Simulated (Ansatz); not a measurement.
Cost and result for the atomization energy of CH₇AlSeSi (11 atoms, 11 bonds).

```xyz
11

Al   -0.503   -1.188    1.401
C     0.630    0.409    1.301
Se   -0.915    1.076    0.185
Si   -0.045    0.522   -1.858
H    -1.506   -1.292    2.624
H    -0.281   -2.344    0.340
H     0.696    1.102    2.138
H     1.537    0.460    0.702
H     0.953    1.550   -2.248
H    -1.175    0.511   -2.816
H     0.608   -0.806   -1.769
```

Charge 0, multiplicity 1. Correlated methods include outer-core shells of Se, which these sets cover unevenly. Scalar relativity is left out up to krypton. The bonds changed during the relaxation, so this is another structure than the one it started from. All single points use the PBE0-D4/def2-TZVP geometry. It is one conformer, not always the lowest. Program: Ansatz. All runs use 4 threads of an Arm Neoverse N1 on a shared host. Times are those of one run each, without the atoms' runs, and a repeat can differ threefold. Electronic energies, without spin–orbit coupling; frozen cores. CCSD(T)/CBS adds CCSD(T) − MP2 in def2-TZVPP to the MP2 limit, and its time is that of the two runs behind it. T1 = 0.011. With those shells the extrapolation isn't a true limit. B3LYP takes the VWN-RPA correlation (the form of Gaussian; ORCA's B3LYP/G).

CCSD(T)/CBS is a level of theory with its own doubt, some kJ/mol a heavy atom from the limit and from the frozen cores, so smaller differences don't rank the functionals.

| level | functions | wall time |
| --- | --- | --- |
| PBE-D4/def2-TZVPP (with forces) | 261 | 5.5 s |
| PBE0-D4/def2-TZVPP | 261 | 7.5 s |
| r2SCAN-D4/def2-TZVPP (with forces) | 261 | 10 s |
| B3LYP-D4/def2-TZVPP (with forces) | 261 | 11 s |
| B2PLYP/def2-TZVPP | 261 | 12 s |
| ωB97X-V/def2-TZVPP | 261 | 18 s |
| ωB97M-V/def2-TZVPP (with forces) | 261 | 26 s |
| MP2/def2-QZVPP | 496 | 47 s |
| CCSD(T)/def2-TZVPP | 261 | 5.2 min |
| CCSD(T)/CBS(def2) | – | 6 min |

**Question.** What atomization energy does each give, and how far from CCSD(T)/CBS? (Estimate.)

**Answer.** Computed: 
```json
{"level": "PBE-D4/def2-TZVPP (with forces)", "atomization (kJ/mol)": "3292.0", "difference from CCSD(T)/CBS": "-21.6", "per bond": "-2.0"}
{"level": "PBE0-D4/def2-TZVPP", "atomization (kJ/mol)": "3273.4", "difference from CCSD(T)/CBS": "-40.2", "per bond": "-3.7"}
{"level": "r2SCAN-D4/def2-TZVPP (with forces)", "atomization (kJ/mol)": "3309.3", "difference from CCSD(T)/CBS": "-4.3", "per bond": "-0.4"}
{"level": "B3LYP-D4/def2-TZVPP (with forces)", "atomization (kJ/mol)": "3288.4", "difference from CCSD(T)/CBS": "-25.2", "per bond": "-2.3"}
{"level": "B2PLYP/def2-TZVPP", "atomization (kJ/mol)": "3243.2", "difference from CCSD(T)/CBS": "-70.4", "per bond": "-6.4"}
{"level": "ωB97X-V/def2-TZVPP", "atomization (kJ/mol)": "3317.6", "difference from CCSD(T)/CBS": "4.0", "per bond": "0.4"}
{"level": "ωB97M-V/def2-TZVPP (with forces)", "atomization (kJ/mol)": "3296.4", "difference from CCSD(T)/CBS": "-17.2", "per bond": "-1.6"}
{"level": "MP2/def2-QZVPP", "atomization (kJ/mol)": "3276.8", "difference from CCSD(T)/CBS": "-36.8", "per bond": "-3.3"}
{"level": "CCSD(T)/def2-TZVPP", "atomization (kJ/mol)": "3224.4", "difference from CCSD(T)/CBS": "-89.2", "per bond": "-8.1"}
{"level": "CCSD(T)/CBS(def2)", "atomization (kJ/mol)": "3313.6", "difference from CCSD(T)/CBS": "0.0", "per bond": "0.0"}
```

In def2-TZVPP, CCSD(T) changes the Hartree–Fock value by +773.9 kJ/mol (the triples alone add +41.7 kJ/mol) and MP2 by +773.9 kJ/mol; breaking electron pairs costs correlation energy, which Hartree–Fock lacks. The D4 term adds +46.9 kJ/mol with B3LYP and +24.5 kJ/mol with PBE0; it sums over pairs of atoms, weighted by their polarisabilities, and B3LYP, whose exchange is more repulsive, gets the larger term. From PBE to PBE0 (25 % exact exchange), in def2-TZVPP and without D4, the atomization energy moves by −14.5 kJ/mol: exact exchange takes away binding that semilocal exchange gives to molecules.
